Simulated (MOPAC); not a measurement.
MOPAC input (PM3):

```
PM3 1SCF CHARGE=-1 GEO-OK AUX(PRECISION=9) THREADS=1
Br3Ge

Br   -1.75212700 1   -1.33888100 1   -0.29400500 1
Ge   -0.01223900 1    0.00502800 1    0.91155500 1
Br    2.03963700 1   -0.85350300 1   -0.24577400 1
Br   -0.27632000 1    2.18778700 1   -0.29364400 1
```

From the output:

```
                                                       MOPAC v23.2.5 Linux

          FINAL HEAT OF FORMATION =       -152.91379 KCAL/MOL =    -639.79131 KJ/MOL

          COSMO AREA              =        152.95 SQUARE ANGSTROMS
          COSMO VOLUME            =        153.11 CUBIC ANGSTROMS

          IONIZATION POTENTIAL    =          6.346767 EV
          HOMO LUMO ENERGIES (EV) =         -6.347  3.082
          NO. OF FILLED LEVELS    =         13
          MOLECULAR WEIGHT        =        312.3020         POINT GROUP:  C3v

          MOLECULAR DIMENSIONS (Angstroms)

            Atom       Atom       Distance
           Br     4   Br     1     3.82301
           Br     3   Br     1     3.31082
           Ge     2   Br     1     1.18949

          SCF CALCULATIONS        =          1

   ATOM   CHEMICAL          X               Y               Z
  NUMBER   SYMBOL      (ANGSTROMS)     (ANGSTROMS)     (ANGSTROMS)

     1      Br         -1.75212700  *  -1.33888100  *  -0.29400500  *
     2      Ge         -0.01223900  *   0.00502800  *   0.91155500  *
     3      Br          2.03963700  *  -0.85350300  *  -0.24577400  *
     4      Br         -0.27632000  *   2.18778700  *  -0.29364400  *

                             CARTESIAN COORDINATES

   1   Br       -1.752127000    -1.338881000    -0.294005000
   2   Ge       -0.012239000     0.005028000     0.911555000
   3   Br        2.039637000    -0.853503000    -0.245774000
   4   Br       -0.276320000     2.187787000    -0.293644000

           Empirical Formula: Br3 Ge  =     4 atoms

      MOLECULAR POINT GROUP   :   C3v

                  EIGENVALUES
 -13.16347 -11.84128 -11.84127 -11.43902  -7.88972  -7.88972  -7.50454  -7.03528
  -7.03528  -6.84417  -6.78065  -6.78064  -6.34677   3.08223   3.21660   3.21660

              NET ATOMIC CHARGES AND DIPOLE CONTRIBUTIONS

  ATOM NO.   TYPE          CHARGE      No. of ELECS.   s-Pop       p-Pop
    1         Br          -0.642273        7.6423     1.91917     5.72311
    2         Ge           0.926822        3.0732     1.92568     1.14750
    3         Br          -0.642275        7.6423     1.91917     5.72311
    4         Br          -0.642274        7.6423     1.91917     5.72311
 DIPOLE           X         Y         Z       TOTAL
 POINT-CHG.    -0.089     0.037     6.623     6.623
 HYBRID         0.024    -0.010    -1.811     1.811
 SUM           -0.065     0.027     4.812     4.812

          ATOMIC ORBITAL ELECTRON POPULATIONS

     Atom    s        px        py        pz
    1 Br   1.91917   1.86742   1.91502   1.94067
    2 Ge   1.92568   0.36213   0.36212   0.42326
    3 Br   1.91917   1.82219   1.95636   1.94456
    4 Br   1.91917   1.98210   1.80031   1.94070

 **********************
 *                    *
 * JOB ENDED NORMALLY *
 *                    *
 **********************

 == MOPAC DONE ==
```

The dipole moment of an ion depends on the origin.

The geometry given is a B3LYP-D3(BJ)/def2-TZVP minimum.
